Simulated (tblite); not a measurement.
Species: C₆H₁₂N₂OSi.
Cartesian coordinates in Å at the GFN2-xTB level; atoms count from 1:
```xyz
22
C6H12N2OSi angstrom
C     -3.0632    0.2696   -0.7308
C     -1.7758   -0.5173   -0.8092
O     -1.6804   -1.5485   -1.4476
N     -0.7255   -0.0072   -0.1158
C     -0.8005    1.2062    0.6634
C      0.5486   -0.6971   -0.1663
C      1.0766   -1.0133    1.2096
N      2.2959   -0.8769    1.4890
Si     3.2112   -0.2565    0.1311
C      1.6488    0.0574   -0.9283
H     -3.4146    0.3270    0.2971
H     -2.9212    1.2797   -1.1082
H     -3.8096   -0.2373   -1.3357
H     -1.0328    2.0727    0.0381
H      0.1616    1.3728    1.1443
H     -1.5633    1.1291    1.4421
H      0.3394   -1.6565   -0.6596
H      0.3803   -1.3791    1.9586
H      4.0846   -1.2902   -0.4078
H      3.9096    0.9549    0.5461
H      1.4055    1.1187   -0.9666
H      1.7143   -0.2889   -1.9558
```

Computed with GFN2-xTB (tblite): harmonic, unscaled wavenumbers at the GFN2-xTB geometry, gas phase. Against measured fundamentals such values can be off by several per cent, at times by over 20. Modes of hydrogen on silicon can be 10 to 20 % off. One conformer, not necessarily the lowest.

Harmonic wavenumbers (cm⁻¹): 43.5, 57.0, 82.0, 110.7, 160.1, 198.4, 233.7, 251.6, 323.7, 348.7, 386.6, 459.0, 484.7, 501.3, 556.7, 566.4, 583.5, 622.5, 665.5, 746.1, 757.5, 776.3, 795.2, 839.9, 876.0, 923.1, 997.6, 1000.0, 1034.3, 1071.8, 1096.3, 1102.5, 1120.8, 1183.3, 1227.0, 1246.2, 1275.0, 1278.4, 1371.4, 1378.7, 1426.2, 1455.8, 1464.4, 1478.9, 1489.3, 1492.8, 1689.8, 1719.9, 2303.9, 2322.8, 2896.7, 2947.4, 2971.6, 2995.8, 2998.4, 3024.2, 3028.6, 3032.9, 3034.0, 3064.0.

A = 2695, B = 641.5, C = 611.9 MHz; mass 156.072 u (most abundant isotopes); point group C1, symmetry number 1.

Problem. Zero-point energy?

Solution. Half the sum of the wavenumbers: 37785 cm⁻¹ = 452.01 kJ/mol.

Problem. What is S at 298.15 K and 1 bar for an ideal gas of classical rigid rotors and harmonic oscillators?

Solution. Translation 171.84, rotation 125.93, vibration 146.96: S = 444.7 J/(mol K).

Problem. And Cp and H(298.15 K) − H(0)?

Solution. Cp = 189.08 J/(mol K), of which vibrations give 155.82 (their classical limit is 60 R = 498.9); H(298.15 K) − H(0) = 33.02 kJ/mol without the zero-point energy, 23.10 from vibrations.

Problem. Which modes carry the vibrational entropy at 298.15 K?

Solution. 43.5 cm⁻¹: 21.31; 57.0 cm⁻¹: 19.07; 82.0 cm⁻¹: 16.08; 110.7 cm⁻¹: 13.63; 160.1 cm⁻¹: 10.66; 198.4 cm⁻¹: 8.99 J/(mol K); the other 54 give 57.23 together.

Problem. What must be added to the electronic energy to get the Gibbs energy at 298.15 K and 1 bar?

Solution. ZPE + [H(298.15 K) − H(0)] − T·S = 452.01 + 33.02 − 132.60 = 352.43 kJ/mol.

Problem. How do the functions run with temperature in this model?

Solution. 
```csv
T (K),S (J/(mol K)),Cp (J/(mol K)),H − H(0) (kJ/mol),G − H(0) (kJ/mol),ln q(vib)
50,255.6,60.0,2.23,-10.55,0.71
100,305.2,85.8,5.88,-24.64,2.19
373.15,491.3,226.5,48.62,-134.69,10.70
500,565.4,280.6,80.92,-201.77,14.65
750,694.6,355.9,161.22,-359.72,22.18
1000,804.1,404.7,256.71,-547.42,29.19
```

q(vib) and H(0) count from the zero-point level.

Problem. Blend soft modes into free rotors: weight 1/[1 + (100 cm⁻¹/ν̃)⁴] for the oscillator and the rest for a rotor with moment μB/(μ + B), μ = h/(8π²ν), B = 10⁻⁴⁴ kg m². What vibrational entropy results?

Solution. 133.83 J/(mol K) in place of 146.96, which changes −T·S at 298.15 K by +3.91 kJ/mol.

Hindered rotation and anharmonicity are outside this model. Other conformers, if any are populated, would add a mixing term that is left out. The structure is chiral; the term R ln 2 for an equal mix with its mirror image is left out.

Time: 1.1 s. Hardware: Arm Neoverse V1, one thread (shared host). The figure is for the frequency step alone.
